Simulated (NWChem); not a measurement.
# Total energies of CHO$_{2}$

```
C
O 1 1.1821
O 1 1.3123 2 130.64
H 3 0.9775 1 109.24 2 0.00
```
Charge 0, spin multiplicity 2.

Program: NWChem. All single points use one geometry, from UPBE0/def2-SVP, a minimum by its harmonic frequencies. It is one conformer; others weren't searched.

Basis set: cc-pVDZ (47 functions).

```tsv
method	total energy (Ha)	relative cost
UHF	-188.14788	1
UMP2	-188.62164	under 3
UB2PLYP	-188.94750	under 3
UPBE	-188.91254	under 3
UB3LYP	-189.10806	under 3
ULC-wPBE (omega 0.3 per bohr)	-188.95562	under 3
```

Total energies of different functionals aren't comparable as a measure of quality: only differences taken within one method are. Relative cost: rough, from shared machines, SCF included, UHF = 1.

The correlated methods keep 3 core orbitals frozen. B3LYP has NWChem's definition, with VWN1-RPA local correlation. GW and range-separated runs recompute their integrals, the others keep them in memory, which bears on the times. The structure started from a generated list of species. The unpaired electrons of the parent sit in orbitals of symmetry a' (Cs labels of the run); other states weren't searched. No SCF solution was tested for a lower state. Open-shell Hartree-Fock references start from PBE0 orbitals; any time given for them includes that run.
